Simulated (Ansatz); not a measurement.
Stepwise reaction of `[NH2][Hf]([NH2])([Cl])[Cl]` with hydrogen chloride, as a gas-phase model of exchange steps in deposition or etching. ΔE in kJ/mol.

Gas-phase electronic energies from Ansatz, PBE0-D4/def2-TZVP geometries. CCSD(T)/CBS adds triple-zeta CCSD(T) − MP2 to the extrapolated MP2 energy (def2 sets, frozen cores). This one scheme is used for every species. DFT in def2-TZVPP. B3LYP here is the variant with VWN-RPA as its local correlation; programs differ in this. Elements past krypton have def2 core potentials. For Hf outer-core shells are correlated without core-valence functions, which leaves a few kJ/mol of doubt a bond. Each species was taken in one conformer, which may not be the lowest.

```json
{"step": "1", "reaction": "`[NH2][Hf]([NH2])([Cl])[Cl]` + HCl → `[NH2][Hf]([Cl])([Cl])[Cl]` + NH₃", "PBE-D4": "-91.9", "B3LYP-D4": "-92.7", "ωB97M-V": "-92.9", "CCSD(T)/CBS": "-93.0"}
{"step": "2", "reaction": "`[NH2][Hf]([Cl])([Cl])[Cl]` + HCl → `[Cl][Hf]([Cl])([Cl])[Cl]` + NH₃", "PBE-D4": "-85.7", "B3LYP-D4": "-85.3", "ωB97M-V": "-85.0", "CCSD(T)/CBS": "-86.5"}
```

Q: By hand: ΔE of the 2 steps together at CCSD(T)/CBS.

A: (-93.0) + (-86.5) = -179.5 kJ/mol, or -89.8 kJ/mol a step.

In ΔE each step is higher than the one before. All are downhill at CCSD(T)/CBS. PBE-D4 differs from CCSD(T)/CBS by 0.8 to 1.1 kJ/mol a step. Isolated molecules leave out the surface, adducts and barriers. Largest T1 diagnostic: 0.014.
